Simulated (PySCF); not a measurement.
Gas-phase reaction: 2 InF₃ + 3 H₂ → 2 InH₃ + 3 F₂

Energies from PySCF (xtb for GFN2), thermal terms from the rigid-rotor harmonic-oscillator model, ideal gas at 1 bar. † marks an energy on the PBE0/def2-TZVP geometry and frequencies; other levels use their own. MP2 and CCSD(T) freeze the core. All species are closed-shell singlets. In: scalar-relativistic def2 core potential, no spin-orbit coupling. InH₃: computed as isolated molecules; such fragments, hydroxides, amides, oligomers or adducts are transient or little studied in the gas. MP2 isn't extrapolated to the basis-set limit; its ΔH°(298 K) is 1927.5 kJ in def2-SVP and 1949.8 kJ in def2-TZVPP. CCSD(T) isn't extrapolated to the basis-set limit; its ΔH°(298 K) is 1786.3 kJ in def2-SVP and 1828.4 kJ in def2-TZVPP. The harmonic model lacks anharmonicity and excited electronic states, which grow with temperature; levels with a mode under 35 cm⁻¹ are left out.

```tsv
level	ΔE electronic, kJ	ΔH°(298 K), kJ	ΔS°(298 K), J/K	ΔG°(600 K), kJ
CCSD(T)/def2-SVP†	1796	1786	53	1759
CCSD(T)/def2-TZVPP†	1838	1828	53	1801
GFN2-xTB	1562	1554	11	1552
HF/def2-TZVP†	1954	1944	53	1917
M06-2X/def2-TZVP†	1955	1945	53	1918
MP2/def2-TZVPP†	1959	1950	53	1923
PBE/def2-TZVP†	1773	1764	53	1736
PBE0/def2-SVP†	1728	1718	53	1691
PBE0/def2-TZVP	1811	1802	53	1775
r2SCAN/def2-TZVP†	1856	1847	53	1820
ωB97M-V/def2-TZVP†	1836	1826	53	1799
```
ΔH° is lowest at GFN2-xTB and highest at MP2/def2-TZVPP†. No reference value is set beside these.
